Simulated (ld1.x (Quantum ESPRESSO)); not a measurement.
An all-electron radial function and its pseudo partner (B (Z = 5))

Columns: radius, all-electron u(r) and pseudo u(r) of the 2p shell (level -3.72 eV) of boron in the configuration [He] 2s2 2p1; LDA (PZ), scalar-relativistic, TM scheme, ld1.x (Quantum ESPRESSO) 7.5.

| r (bohr) | all-electron | pseudo |
| --- | --- | --- |
| 0.113 | 0.0340 | 0.0139 |
| 0.225 | 0.1056 | 0.0537 |
| 0.338 | 0.1898 | 0.1161 |
| 0.450 | 0.2725 | 0.1942 |
| 0.563 | 0.3489 | 0.2816 |
| 0.675 | 0.4153 | 0.3688 |
| 0.788 | 0.4720 | 0.4502 |
| 0.900 | 0.5182 | 0.5185 |
| 1.013 | 0.5552 | 0.5719 |
| 1.125 | 0.5831 | 0.6087 |
| 1.238 | 0.6032 | 0.6308 |
| 1.350 | 0.6162 | 0.6407 |
| 1.463 | 0.6231 | 0.6418 |
| 1.575 | 0.6249 | 0.6371 |
| 1.688 | 0.6222 | 0.6290 |
| 1.800 | 0.6160 | 0.6190 |
| 1.913 | 0.6067 | 0.6077 |
| 2.025 | 0.5951 | 0.5953 |
| 2.138 | 0.5815 | 0.5815 |
| 2.250 | 0.5664 | 0.5664 |
| 2.363 | 0.5501 | 0.5501 |
| 2.475 | 0.5331 | 0.5331 |
| 2.588 | 0.5153 | 0.5153 |
| 2.700 | 0.4973 | 0.4973 |
| 2.813 | 0.4789 | 0.4789 |
| 2.925 | 0.4606 | 0.4606 |

(1) How many radial nodes do the two functions have?

(2) At about which radius was the pseudo-wave matched?

(3) Where does each function peak?

(4) Is the pseudo-wave norm-conserving?

Results:

(1) The all-electron 2p function has n − l − 1 = 0; the pseudo-wave has 0.

(2) 2.25 bohr. The columns agree to 0.0005 from 2.02 bohr on; several derivatives are matched, so the curves merge somewhat inside the radius.

(3) Outermost all-electron maximum near 1.57 bohr, pseudo maximum near 1.46 bohr (to the table’s step).

(4) Yes: the TM scheme keeps the norm inside the radius equal to the all-electron one, which fixes the energy derivative of the logarithmic derivative at the level.
